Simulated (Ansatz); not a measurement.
`C=C=[CH][ZnH]` + CH₃NH₂ → `N[CH2][ZnH]` + `C=C=C`  (formal exchange of groups at a Zn–C bond)

Computed with Ansatz on PBE0-D4/def2-TZVP structures; ΔE is electronic, products minus reactants. CCSD(T)/CBS adds triple-zeta CCSD(T) − MP2 to the extrapolated MP2 energy (def2 sets, frozen cores). This one scheme is used for every species. DFT in def2-TZVPP. For Zn outer-core shells are correlated without core-valence functions, which leaves a few kJ/mol of doubt a bond. Scalar relativity is left out up to krypton. Each species was taken in one conformer, which may not be the lowest.

**Question.** Is it downhill or uphill in electronic energy at CCSD(T)/CBS, and by how much? (An estimate is asked.)

**Answer.** Ansatz gave: Uphill: ΔE = +48.2 kJ/mol.

**Question.** What do these levels give: LDA (SPW92), ωB97M-V, PBE, revPBE, BHLYP, HF/def2-SVP? (Best estimate.)

**Answer.** The calculation gave: LDA (SPW92) 45.6, ωB97M-V 47.5, PBE 46.8, revPBE 47.3, BHLYP 51.8, HF/def2-SVP 57.7 kJ/mol.

**Question.** What do rigid-rotor, harmonic-oscillator terms from PBE0-D4/def2-TZVP frequencies (298.15 K, 1 bar) make of the CCSD(T)/CBS value? (Best estimate.)

**Answer.** The calculation gave: ΔZPE = -2.5 kJ/mol, ΔH = +45.4 kJ/mol, ΔS = -13 J/(mol·K), ΔG = +49.4 kJ/mol.

Largest T1 diagnostic among the species: 0.015.

From PBE to PBE0 (25 % exact exchange), in def2-TZVPP and without D4, ΔE moves by +3.3 kJ/mol. Leaving LDA and LC-ωPBE aside and taking each functional with its dispersion term where it has one, the values, not all of them listed here, spread over 8.8 kJ/mol, from BLYP-D4 to PBE-QIDH.
